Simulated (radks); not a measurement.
Charge is removed step by step from the 1s1/2 level of H, starting from 1s1. All-electron calculation, Dirac Kohn-Sham, PBE, spin-unpolarised, spherical densities, point nucleus. Program: a radial shooting solver on a logarithmic mesh with Libxc functionals.

| removed (e) | E - E(0) (eV) | eigenvalue (eV) |
|---|---|---|
| 0 | 0.000 | -6.493 |
| 0.25 | 1.992 | -9.490 |
| 0.5 | 4.762 | -12.681 |
| 0.75 | 8.326 | -15.766 |

The mean slope of the eigenvalue, de/dn, is 12.4 eV per electron.
